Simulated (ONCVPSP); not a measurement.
# What one change does to a pseudopotential (nitrogen, ONCV)

```
Element                 : nitrogen (N)
Generator               : ONCVPSP 4.0.1
Type                    : optimised norm-conserving Vanderbilt (ONCV)
Functional              : PBE
Relativity              : fully relativistic
Frozen core             : [He]
Valence charge          : 5
Reference configuration : 2s1.75 2p3.25
Partial waves           : 2s: rc 0.90 bohr, ncon 4, nbas 8, qcut 5.8 1/bohr, local; 2p: rc 1.65 bohr, ncon 5, nbas 8, qcut 9.5 1/bohr, 2 projectors, debl 2.7 Ha
Local potential         : the s channel
Core correction         : polynomial model core, fcfact 0.75
```

Open shells are filled in proportion to 2j + 1.

All-electron outer shells of the reference configuration (PBE, scalar-relativistic, ld1.x):

```json
{"shell": "1s", "level (eV)": "-384.93", "outermost node (bohr)": "–", "outermost maximum (bohr)": "0.15"}
{"shell": "2s", "level (eV)": "-18.70", "outermost node (bohr)": "0.32", "outermost maximum (bohr)": "1.02"}
{"shell": "2p", "level (eV)": "-7.20", "outermost node (bohr)": "–", "outermost maximum (bohr)": "0.98"}
```

Change: all radii but the core radius scaled by about 1.09 (s 0.98, p 1.80 bohr).

Cutoffs: the cutoffs (Ha) at which the residual kinetic energy of the hardest occupied pseudo-wave falls to 1 and 0.1 mHa per electron; they do not see the model core or the augmentation charge, which bear on the density cutoff. Errors are all-electron minus pseudo energies relative to the spin-unpolarised reference configuration.

Task: What does the change do?

Result: The potential gets softer (104 Ha and 203 Ha → 88 Ha and 174 Ha); of the 4 tests that both files solve, the error grows in 3 and shrinks in 0 by more than 15 % and 0.3 meV (median size 14.2 → 20.0 meV); neither file shows a bound ghost. A larger radius leaves more room for a smooth pseudo-wave, so fewer plane waves are needed. More of the atom is replaced by a form fitted at one configuration, so other configurations suffer.

```csv
quantity,base,changed
"cutoff, loose",104 Ha,88 Ha
"cutoff, tight",203 Ha,174 Ha
loose cutoff by channel,"s 104 Ha, p 28 Ha","s 88 Ha, p 25 Ha"
bound ghosts,none,none
GHOST(+) flags under 300 eV,none,none
"error for 2s2 2p3, meV [ΔE -2.87 eV]",+0.5,+0.5
"error for 2s2 2p2, meV [ΔE 10.72 eV]",+23,+32
"error for 2s2 2p1, meV [ΔE 39.57 eV]",+156,+218
"error for 2s2 2p2.5, meV [ΔE 2.22 eV]",+5.6,+7.7
"rms error of d²Exc/dni dnj with the model core, mHa",8.22,8.58
```
